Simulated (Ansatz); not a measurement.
Species: bromo(difluoro)borane, sum formula BBrF2 (charge 0, singlet). 
Geometry from a B3LYP-D3(BJ)/def2-TZVP (Ansatz, a quantum-chemistry and plane-wave program) optimisation:
```
B
F 1 1.3132
F 1 1.3132 2 119.20
Br 1 1.9136 2 120.40 3 -180.00
```
Charge 0, spin multiplicity 1.

Basis-set convergence of Hartree-Fock and CCSD(T) correlation energies (hartree) with Ansatz. Correlated levels leave the core frozen unless marked. Spin-orbit coupling is left out. Frozen are the shells of the preceding noble gas and the d and f shells that filled before the atom's block. No relativistic terms.

```csv
basis,functions,E(HF),"E(corr, CCSD(T))"
cc-pVDZ,69,-2796.11589,-0.59191
cc-pVTZ,133,-2796.27695,-0.79034
cc-pVQZ,233,-2796.29803,-0.86092
```

Extrapolating the two largest sets (X = 3 and 4) as X^-3: E(corr) = (64·(-0.86092) - 27·(-0.79034))/37 = -0.9124 Eh, an estimate of the basis-set limit. The largest set recovers 94.4 % of it, the smallest 64.9 %.
